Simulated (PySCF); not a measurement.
# State search for CsSe

Unrestricted PBE0; PySCF, scalar-relativistic core potentials, basis sets Cs def2-SVP with ECP46, Se def2-SVP. Outer shells of the fragments: Cs 6s1; Se 3d10 4s2 4p4.

Followed along the bond (rough minima from three points):

| 2Ms+1 | unpaired | ⟨S²⟩ at the start | R at minimum (Å) | Te (eV) |
| --- | --- | --- | --- | --- |
| 2 | π ↑ | 0.75 | 3.27 | 0.00 |
| 2 | σ ↑ | 0.75 | 3.10 | 0.17 |
| 4 | σ ↑, π ↑↑ | 3.75 | none in the scan | ≤ 2.49 |

Solutions found at the starting distance of 3.320 Å, counted from the lowest of them; the search is not exhaustive and high or unbound solutions are not listed, so other states can lie among these:

```csv
2Ms+1,unpaired,term,E (eV),⟨S²⟩,⟨Lz²⟩,μ (D)
2,π ↑,²Π,0.00,0.75,1.01,-10.84
2,σ ↑,²Σ⁺,0.25,0.75,0.00,-11.64
4,"σ ↑, π ↑↑",⁴Σ⁻,2.65,3.75,0.00,1.44
2,"σ ↓, π ↑↑",mixed,2.68,1.75,0.00,2.02
4,"σ ↑↑, π ↑",⁴Π,2.76,3.75,1.01,1.82
2,"σ ↑, π ↑↓",mixed,3.07,1.76,2.01,1.71
```

A term symbol is given only where ⟨S²⟩ and ⟨Lz²⟩ are close to those of a pure state; real π, δ and φ orbitals otherwise mix terms. A positive dipole means Cs(−)Se(+).

**Question.** Compare the gap between the two lowest followed solutions at the starting distance with the gap between their minima.

**Answer.** At PBE0 the second solution (doublet, unpaired electrons σ ↑) lies +0.25 eV from the first (doublet, unpaired electrons π ↑) at 3.320 Å and +0.17 eV at the minima; the two curves relax by different amounts, since their minima lie near 3.10 and 3.27 Å.

Spin–orbit coupling is left out. Counting both spins, an empty level lies below a filled one in some of these solutions, because spin and occupation are held.
